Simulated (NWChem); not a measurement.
System: MgSiH$_{3}$OBr; SMILES [SiH3][O][Mg][Br]

```xyz
7

Mg     0.1475    -0.0812    -0.0008
Br     0.4153    -2.4064     0.0009
O     -0.0573     1.6982    -0.0021
Si    -0.2545     3.3219    -0.0032
H     -1.0318     3.7786    -1.1936
H      1.0584     4.0327    -0.0288
H     -0.9883     3.7856     1.2118
```
Atoms are numbered in this order, from 1.

Coordinates come from a B3LYP/6-31G* (spherical d) optimisation.

Q: List the 4 lowest vertical singlet excitations from PBE/def2-SVPD, TDA (NWChem).

A: 
| state | energy (eV) | oscillator strength | leading excitation (squared amplitude) |
|---|---|---|---|
| S1 | 4.41 | 0.005 | HOMO → LUMO (0.99) |
| S2 | 4.41 | 0.005 | HOMO−1 → LUMO (0.99) |
| S3 | 4.83 | 0.041 | HOMO−2 → LUMO (0.99) |
| S4 | 4.83 | 0.041 | HOMO−3 → LUMO (0.99) |
